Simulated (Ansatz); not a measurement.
Nudged elastic band run: ClGeH₅O

Input file:

```yaml
crystal:
  periodic: [false, false, false]
  atoms:
    - { symbol: Ge, position_ang: [0.424525, 0.038983, -0.110207] }
    - { symbol: Cl, position_ang: [0.323987, -0.093538, 2.088135] }
    - { symbol: H, position_ang: [1.938099, 0.084265, -0.425863] }
    - { symbol: H, position_ang: [-0.288792, 1.339001, -0.519495] }
    - { symbol: H, position_ang: [-0.230987, -1.237506, -0.671555] }
    - { symbol: O, position_ang: [-2.687017, 0.03233, 0.788193] }
    - { symbol: H, position_ang: [-3.189254, -0.802356, 0.811527] }
    - { symbol: H, position_ang: [-2.168461, 0.00912, 1.617367] }
basis:
  gaussian: { orbitals: def2-mTZVP }
hamiltonian:
  xc: pbe
  dispersion: d4
neb:
  order_check: false
  images: 7
  f_tol: 0.03
  max_iterations: 55
  final_atoms:
    - { symbol: Ge, position_ang: [-0.26294303, -0.07381998, -0.56170155] }
    - { symbol: Cl, position_ang: [-0.86149264, 0.6901633, 3.28962461] }
    - { symbol: H, position_ang: [0.95571668, -0.81405046, 0.03754786] }
    - { symbol: H, position_ang: [-0.07656768, 1.45236179, -0.60566763] }
    - { symbol: H, position_ang: [-0.66999607, -0.6702075, -1.93066465] }
    - { symbol: O, position_ang: [-1.70035674, -0.27473168, 0.56943062] }
    - { symbol: H, position_ang: [-1.93676889, -1.21391114, 0.69218968] }
    - { symbol: H, position_ang: [-1.32549163, 0.27449467, 2.08734307] }
  initial_path:
    images:
      - { positions_ang: [[0.424525, 0.038983, -0.110207], [0.323987, -0.093538, 2.088135], [1.938099, 0.084265, -0.425863], [-0.288792, 1.339001, -0.519495], [-0.230987, -1.237506, -0.671555], [-2.687017, 0.03233, 0.788193], [-3.189254, -0.802356, 0.811527], [-2.168461, 0.00912, 1.617367]] }
      - { positions_ang: [[0.31953735, 0.02988613, -0.08063639], [0.23722201, -0.07067413, 2.21058186], [1.8214839, 0.0649687, -0.44248823], [-0.39732401, 1.32089048, -0.51804152], [-0.35242427, -1.24388686, -0.63322108], [-2.50694466, 0.02340835, 0.75104361], [-3.01796753, -0.7601009, 0.62395358], [-1.98148279, 0.00580723, 1.66691017]] }
      - { positions_ang: [[0.2145497, 0.02078926, -0.05106579], [0.15045702, -0.04781026, 2.33302872], [1.70486879, 0.04567239, -0.45911346], [-0.50585601, 1.30277996, -0.51658804], [-0.47386154, -1.25026772, -0.59488716], [-2.32687232, 0.0144867, 0.71389423], [-2.84668106, -0.71784579, 0.43638016], [-1.79450459, 0.00249445, 1.71645334]] }
      - { positions_ang: [[0.10956204, 0.01169239, -0.02149518], [0.06369203, -0.02494639, 2.45547559], [1.58825369, 0.02637609, -0.4757387], [-0.61438802, 1.28466945, -0.51513457], [-0.59529881, -1.25664858, -0.55655324], [-2.14679997, 0.00556505, 0.67674484], [-2.67539458, -0.67559069, 0.24880674], [-1.60752638, -0.00081832, 1.76599652]] }
      - { positions_ang: [[0.00457439, 0.00259552, 0.00807542], [-0.02307296, -0.00208252, 2.57792245], [1.47163858, 0.00707979, -0.49236393], [-0.72292002, 1.26655893, -0.51368109], [-0.71673607, -1.26302944, -0.51821932], [-1.96672763, -0.0033566, 0.63959545], [-2.50410811, -0.63333558, 0.06123332], [-1.42054818, -0.00413109, 1.81553969]] }
      - { positions_ang: [[-0.06230496, -0.01650836, -0.13436882], [-0.23267788, 0.17097894, 2.75584799], [1.34265811, -0.19820278, -0.35988598], [-0.56133194, 1.31300964, -0.53667773], [-0.70505107, -1.11482396, -0.87133065], [-1.90013491, -0.07120037, 0.62205425], [-2.36227331, -0.77847947, 0.21897241], [-1.39678404, 0.06552535, 1.88349053]] }
      - { positions_ang: [[-0.12918432, -0.03561223, -0.27681307], [-0.4422828, 0.34404039, 2.93377353], [1.21367763, -0.40348534, -0.22740803], [-0.39974385, 1.35946036, -0.55967436], [-0.69336607, -0.96661847, -1.22444198], [-1.83354219, -0.13904414, 0.60451304], [-2.2204385, -0.92362336, 0.3767115], [-1.3730199, 0.13518179, 1.95144138]] }
      - { positions_ang: [[-0.19606367, -0.05471611, -0.41925731], [-0.65188772, 0.51710185, 3.11169907], [1.08469716, -0.6087679, -0.09493008], [-0.23815577, 1.40591107, -0.582671], [-0.68168107, -0.81841298, -1.57755331], [-1.76694947, -0.20688791, 0.58697183], [-2.0786037, -1.06876725, 0.53445059], [-1.34925576, 0.20483823, 2.01939222]] }
      - { positions_ang: [[-0.26294303, -0.07381998, -0.56170155], [-0.86149264, 0.6901633, 3.28962461], [0.95571668, -0.81405046, 0.03754786], [-0.07656768, 1.45236179, -0.60566763], [-0.66999607, -0.6702075, -1.93066465], [-1.70035674, -0.27473168, 0.56943062], [-1.93676889, -1.21391114, 0.69218968], [-1.32549163, 0.27449467, 2.08734307]] }
```

Run as:

```bash
$ ansatz run input.yaml --threads 2 --pin off --max-ram 3072MiB --backend cpu --events-out ev --progress --plain --runs-dir out
```

Output, in part (warnings, iteration lines, the closing report on the highest movable image, with atoms numbered from 0):

```
NEB end point (image 0): max|allowed force component| = 2.037e-2 eV/Å (the criterion of neb.relax_end_points is 1.000e-2)
NEB end point (image 8): max|allowed force component| = 6.576e-3 eV/Å (the criterion of neb.relax_end_points is 1.000e-2)
NEB iter   1: max|band force component| = 3.849e0 eV/Å  barrier→ = 2.7626 eV  barrier← = 2.3117 eV  Δτ_max = 0.2000 Å  (244 SCF iters)
NEB iter   2: max|band force component| = 2.114e0 eV/Å  barrier→ = 1.6755 eV  barrier← = 1.2246 eV  Δτ_max = 0.2000 Å  (226 SCF iters)
NEB iter   3: max|band force component| = 2.115e0 eV/Å  barrier→ = 1.2749 eV  barrier← = 0.8240 eV  Δτ_max = 0.1007 Å  (209 SCF iters)
NEB iter   4: max|band force component| = 9.990e-1 eV/Å  barrier→ = 1.0804 eV  barrier← = 0.6295 eV  Δτ_max = 0.1950 Å  (197 SCF iters)
NEB iter   5: max|band force component| = 8.210e-1 eV/Å  barrier→ = 1.1047 eV  barrier← = 0.6538 eV  Δτ_max = 0.2000 Å  (199 SCF iters)
NEB iter   6: max|band force component| = 5.844e-1 eV/Å  barrier→ = 1.0932 eV  barrier← = 0.6423 eV  Δτ_max = 0.1985 Å  (199 SCF iters)
NEB iter   7: max|band force component| = 1.606e0 eV/Å  barrier→ = 1.0577 eV  barrier← = 0.6068 eV  Δτ_max = 0.1007 Å  (196 SCF iters)
NEB iter   8: max|band force component| = 4.347e-1 eV/Å  barrier→ = 1.0261 eV  barrier← = 0.5752 eV  CI = image 4  Δτ_max = 0.2000 Å  (194 SCF iters)
NEB iter   9: max|band force component| = 4.454e-1 eV/Å  barrier→ = 0.9878 eV  barrier← = 0.5369 eV  CI = image 4  Δτ_max = 0.1007 Å  (191 SCF iters)
NEB iter  10: max|band force component| = 2.849e-1 eV/Å  barrier→ = 0.9567 eV  barrier← = 0.5058 eV  CI = image 4  Δτ_max = 0.1003 Å  (195 SCF iters)
NEB iter  11: max|band force component| = 2.018e-1 eV/Å  barrier→ = 0.9305 eV  barrier← = 0.4796 eV  CI = image 4  Δτ_max = 0.2000 Å  (194 SCF iters)
NEB iter  12: max|band force component| = 3.425e-1 eV/Å  barrier→ = 0.8979 eV  barrier← = 0.4470 eV  CI = image 4  Δτ_max = 0.1006 Å  (195 SCF iters)
NEB iter  13: max|band force component| = 3.762e-1 eV/Å  barrier→ = 0.8979 eV  barrier← = 0.4470 eV  CI = image 4  Δτ_max = 0.0518 Å  (194 SCF iters)
NEB iter  14: max|band force component| = 9.903e-1 eV/Å  barrier→ = 0.8907 eV  barrier← = 0.4398 eV  CI = image 4  Δτ_max = 0.0250 Å  (194 SCF iters)
NEB iter  15: max|band force component| = 1.957e-1 eV/Å  barrier→ = 0.8898 eV  barrier← = 0.4389 eV  CI = image 4  Δτ_max = 0.0500 Å  (198 SCF iters)
NEB iter  16: max|band force component| = 1.196e-1 eV/Å  barrier→ = 0.8894 eV  barrier← = 0.4385 eV  CI = image 4  Δτ_max = 0.0500 Å  (196 SCF iters)
NEB iter  17: max|band force component| = 6.129e-2 eV/Å  barrier→ = 0.8893 eV  barrier← = 0.4384 eV  CI = image 4  Δτ_max = 0.0497 Å  (188 SCF iters)
NEB iter  18: max|band force component| = 8.493e-2 eV/Å  barrier→ = 0.8892 eV  barrier← = 0.4383 eV  CI = image 4  Δτ_max = 0.0250 Å  (176 SCF iters)
NEB iter  19: max|band force component| = 5.628e-2 eV/Å  barrier→ = 0.8892 eV  barrier← = 0.4383 eV  CI = image 4  Δτ_max = 0.0250 Å  (187 SCF iters)
NEB iter  20: max|band force component| = 1.108e-1 eV/Å  barrier→ = 0.8892 eV  barrier← = 0.4383 eV  CI = image 4  Δτ_max = 0.0125 Å  (173 SCF iters)
NEB iter  21: max|band force component| = 3.551e-2 eV/Å  barrier→ = 0.8892 eV  barrier← = 0.4383 eV  CI = image 4  Δτ_max = 0.0255 Å  (172 SCF iters)
NEB iter  22: max|band force component| = 3.246e-1 eV/Å  barrier→ = 0.8892 eV  barrier← = 0.4383 eV  CI = image 4  Δτ_max = 0.0124 Å  (166 SCF iters)
NEB iter  23: max|band force component| = 9.019e-2 eV/Å  barrier→ = 0.8892 eV  barrier← = 0.4383 eV  CI = image 4  Δτ_max = 0.0252 Å  (161 SCF iters)
NEB iter  24: max|band force component| = 6.447e-2 eV/Å  barrier→ = 0.8892 eV  barrier← = 0.4383 eV  CI = image 4  Δτ_max = 0.0209 Å  (154 SCF iters)
NEB iter  25: max|band force component| = 5.520e-2 eV/Å  barrier→ = 0.8892 eV  barrier← = 0.4383 eV  CI = image 4  Δτ_max = 0.0252 Å  (151 SCF iters)
NEB iter  26: max|band force component| = 2.510e-1 eV/Å  barrier→ = 0.8892 eV  barrier← = 0.4383 eV  CI = image 4  Δτ_max = 0.0124 Å  (152 SCF iters)
NEB iter  27: max|band force component| = 2.431e-2 eV/Å  barrier→ = 0.8892 eV  barrier← = 0.4383 eV  CI = image 4  Δτ_max = 0.0000 Å  (345 SCF iters)
Total energy: -71154.34725894 eV, -2614.8740316171 hartree
Atom 0 at    -0.199020     0.068146    -0.210911 Å, force     0.000076     0.000087     0.000252 eV/Å
Atom 1 at    -0.062325     0.792272     2.347537 Å, force    -0.000084     0.000185     0.000237 eV/Å
Atom 2 at     1.073614    -0.725957     0.141238 Å, force    -0.000034    -0.000156    -0.000389 eV/Å
Atom 3 at    -0.118181     1.565239    -0.540512 Å, force     0.000033    -0.000079    -0.000260 eV/Å
Atom 4 at    -0.847565    -0.666395    -1.435444 Å, force     0.000216     0.000107    -0.000065 eV/Å
Atom 5 at    -1.968677    -0.335102     0.770207 Å, force     0.000022    -0.000352     0.000513 eV/Å
Atom 6 at    -2.151889    -1.297244     0.808308 Å, force    -0.000120     0.000108    -0.000242 eV/Å
Atom 7 at    -1.603858    -0.030659     1.697680 Å, force    -0.000109     0.000100    -0.000045 eV/Å
Dipole moment:    -0.338552    -0.573429    -0.579737 e Å
```

The run converged. A vibrational analysis at the climbing image gives one clearly imaginary mode, 153i cm⁻¹: a first-order saddle point. The orbitals stay closed-shell, which can raise the energy where a bond breaks towards radicals; this wasn't checked here.

Final band (atoms are numbered from 1 in the order of the input):

```
image  path coordinate (Å)  energy (eV)  Ge1–Cl2 (Å)  O6–H8 (Å)  Ge1–O6 (Å)
    0                 0.00         0.00         2.20       0.98        3.24
    1                 0.85         0.03         2.20       0.98        3.43
    2                 1.69         0.13         2.21       0.98        3.28
    3                 2.54         0.61         2.31       0.99        2.60
    4                 3.39         0.89         2.66       1.04        2.06
    5                 3.82         0.79         2.96       1.19        1.94
    6                 4.25         0.55         3.28       1.48        1.87
    7                 4.68         0.46         3.67       1.64        1.84
    8                 5.11         0.45         3.97       1.66        1.84
```

Run time: 12 min on 2 threads of Intel(R) Xeon(R) Processor @ 2.50GHz (Skylake/Cascade Lake), on a shared host, peak memory 0.15 GiB.
